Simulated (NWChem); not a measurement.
Molecule: AgI; SMILES [I][Ag]

Results from NWChem. Structure relaxed at the PBE0-D3(BJ)/def2-TZVP level. def2 effective core potentials on Ag, I; no spin-orbit coupling.

Diagonal of the polarisability tensor at PBE0/def2-SVPD, 1065 nm: 55.93, 55.93, 92.70 bohr³.

### Question
Find the mean polarisability volume, the molar refraction, and the refractive index that an ideal gas of it would have at 273.15 K and 1 atm.

### Answer

1. Mean: one third of the trace = 68.18 bohr³ × 0.14818 Å³/bohr³ = 10.10 Å³.
2. Molar refraction (Lorentz-Lorenz): (4π/3) N_A α = 25.5 cm³/mol.
3. Number density p/kT = 2.687 × 10⁻⁵ Å⁻³; n − 1 = 2π N α = 17.06 × 10⁻⁴.
